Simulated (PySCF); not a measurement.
C6H13O, doublet, geometry from GFN2-xTB; PySCF with MP2/STO-3G.

Here is a job for PySCF.
```python
from pyscf import gto, scf, mp

mol = gto.M(
    atom='''
C    -2.13401126   -1.15750947    0.89014235
C    -1.01991769   -0.58716968    0.01233565
C    -1.60292900    0.46154716   -0.96106109
C     0.04985495    0.02042341    0.83743466
C     1.42337374    0.31101235    0.34457205
C     1.96300372   -0.69874433   -0.66265601
O     1.47385920    1.59557992   -0.30265404
H    -2.58626910   -0.37155628    1.49133412
H    -1.73886860   -1.91818758    1.55937170
H    -2.90898146   -1.60755191    0.27401043
H    -0.60014975   -1.39612906   -0.59501737
H    -2.08518019    1.26142492   -0.40337419
H    -0.81171411    0.89063049   -1.56986026
H    -2.33956438   -0.00333957   -1.61238938
H    -0.24573898    0.49972992    1.75916002
H     2.10543560    0.34767732    1.21355023
H     1.37670832   -0.66517776   -1.57580281
H     1.93362914   -1.70003459   -0.24220522
H     2.98969439   -0.44243316   -0.90852479
H     1.04387866    2.24295108    0.26637435
''',
    basis='sto-3g',
    spin=1,
    verbose=4,
)

mf = scf.UHF(mol)
mf.kernel()

pt = mp.MP2(mf)
pt.kernel()
print('E(MP2) = %.10f' % pt.e_tot)
```

Problem. What does PySCF print? Leave out banner, timings and long lists.

Solution. 
```
PySCF version 2.14.0

[INPUT] verbose = 4
[INPUT] num. atoms = 20
[INPUT] num. electrons = 57
[INPUT] charge = 0
[INPUT] spin (= nelec alpha-beta = 2S) = 1
[INPUT] symmetry False subgroup None
[INPUT] Mole.unit = angstrom
[INPUT] Symbol           X                Y                Z      unit          X                Y                Z       unit  Magmom
[...]
nuclear repulsion = 324.642017956101
number of shells = 34
number of NR pGTOs = 144
number of NR cGTOs = 48
basis = sto-3g
ecp = {}

******** <class 'pyscf.scf.uhf.UHF'> ********
method = UHF
initial guess = minao
damping factor = 0
level_shift factor = 0
DIIS = <class 'pyscf.scf.diis.CDIIS'>
diis_start_cycle = 1
diis_space = 8
diis_damp = 0
SCF conv_tol = 1e-09
SCF conv_tol_grad = None
SCF max_cycles = 50
direct_scf = True
direct_scf_tol = 1e-13
number electrons alpha = 29  beta = 28
Set gradient conv threshold to 3.16228e-05
init E= -306.967054509848

cycle= 1 E= -305.697934581035  delta_E= 1.27  |g|= 0.355  |ddm|= 3.68
cycle= 2 E= -305.801228161168  delta_E= -0.103  |g|= 0.0949  |ddm|= 0.623
cycle= 3 E= -305.808854080962  delta_E= -0.00763  |g|= 0.0311  |ddm|= 0.148
cycle= 4 E= -305.810139701027  delta_E= -0.00129  |g|= 0.0106  |ddm|= 0.073
cycle= 5 E= -305.810310898747  delta_E= -0.000171  |g|= 0.00518  |ddm|= 0.0242
cycle= 6 E= -305.810364134325  delta_E= -5.32e-05  |g|= 0.00137  |ddm|= 0.0191
cycle= 7 E= -305.810367981283  delta_E= -3.85e-06  |g|= 0.000582  |ddm|= 0.0046
cycle= 8 E= -305.810368686545  delta_E= -7.05e-07  |g|= 0.000293  |ddm|= 0.00181
cycle= 9 E= -305.810368906963  delta_E= -2.2e-07  |g|= 7.4e-05  |ddm|= 0.00138
cycle= 10 E= -305.810368918096  delta_E= -1.11e-08  |g|= 3.06e-05  |ddm|= 0.000262
cycle= 11 E= -305.810368919941  delta_E= -1.85e-09  |g|= 1.21e-05  |ddm|= 9.88e-05
cycle= 12 E= -305.810368920242  delta_E= -3.01e-10  |g|= 4.07e-06  |ddm|= 4.37e-05
Extra cycle  E= -305.810368920265  delta_E= -2.32e-11  |g|= 2.58e-06  |ddm|= 7.12e-06
converged SCF energy = -305.810368920265  <S^2> = 0.76701781  2S+1 = 2.016946

******** <class 'pyscf.mp.ump2.UMP2'> ********
nocc = (np.int64(29), np.int64(28)), nmo = (48, 48)
E(UMP2) = -306.136573801413  E_corr = -0.326204881147654
E(SCS-UMP2) = -306.17014294705  E_corr = -0.359774026784704
E_corr(same-spin) = -0.0365444199144007
E_corr(oppo-spin) = -0.289660461233253
E(MP2) = -306.1365738014
```
